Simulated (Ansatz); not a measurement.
Two members of one family ((NaH)n), computed with Ansatz in the gas phase. The two geometries come from different levels. A negative affinity means that the extra electron isn't bound at that geometry and level; within about 0.2 eV of zero the sign isn't settled. A dash marks a value that wasn't run or was left out as unsound. The structures are stationary points that may keep the symmetry of their start. Remarks come from the PBE and PBE0 runs and from stability tests at other levels; not every state was tested. A HOMO above zero means that the electron is unbound at that level and held by the basis, or that self-interaction error raises the level; the energy of removing that electron tells which. HOMO above LUMO (over both spins in singlets and doublets, within one spin in higher multiplets; at PBE or PBE0), or a gap under 0.15 eV within one spin, warns that the state may not be the lowest or that an electron is smeared out.

First: Na3H3 (singlet, charge 0, PBE0-D4/def2-TZVP geometry).

```xyz
6

Na   -1.1546   -1.5761   -0.2111
Na   -0.7987    1.7853    0.1798
Na    1.9537   -0.2099    0.0296
H    -2.1245    0.2282   -0.0330
H     1.2552    1.7129    0.2381
H     0.8689   -1.9404   -0.2034
```

| level | HOMO (eV) | LUMO (eV) | gap (eV) | vertical EA (eV) |
| --- | --- | --- | --- | --- |
| PBE-D4/def2-SVP | -4.54 | -0.67 | 3.87 | – |
| PBE-D4/def2-TZVP | -4.59 | -0.76 | 3.83 | – |
| PBE-D4/def2-TZVPD | -4.57 | -0.77 | 3.80 | 0.07 |
| PBE0-D4/def2-SVP | -5.60 | -0.14 | 5.45 | – |
| PBE0-D4/def2-TZVPD | -5.62 | -0.28 | 5.34 | -0.02 |

Remarks: HOMO above zero (-1 doublet), gap within one spin near zero at PBE or PBE0 (-1 doublet).

Second: Na5H5 (singlet, charge 0, PBE0-D4/def2-SVP geometry).

```xyz
10

Na   -3.0308    1.0611   -0.1963
Na    1.8271   -2.4420    0.9501
Na    3.0646    0.7379   -0.6362
Na    0.0563    2.8830   -1.3400
Na   -1.9172   -2.2400    1.2224
H     2.0044    2.3385   -1.2733
H     3.1531   -1.1034    0.2034
H    -3.1906   -0.7646    0.6656
H    -0.0589   -3.0137    1.3980
H    -1.9080    2.5432   -0.9938
```

**Question.** Estimate how these quantities change from the first to the second (second minus first).

**Answer.** 
| level | Δ HOMO (eV) | Δ LUMO (eV) | Δ gap (eV) | Δ vertical EA (eV) |
| --- | --- | --- | --- | --- |
| PBE-D4/def2-SVP | -0.04 | 0.22 | 0.26 | – |
| PBE-D4/def2-TZVP | -0.05 | 0.12 | 0.16 | – |
| PBE-D4/def2-TZVPD | -0.04 | 0.09 | 0.13 | -0.07 |
| PBE0-D4/def2-SVP | -0.06 | 0.23 | 0.29 | – |
| PBE0-D4/def2-TZVPD | -0.06 | 0.01 | 0.07 | -0.07 |

Remarks: HOMO above zero (-1 doublet), gap within one spin near zero at PBE or PBE0 (-1 doublet).
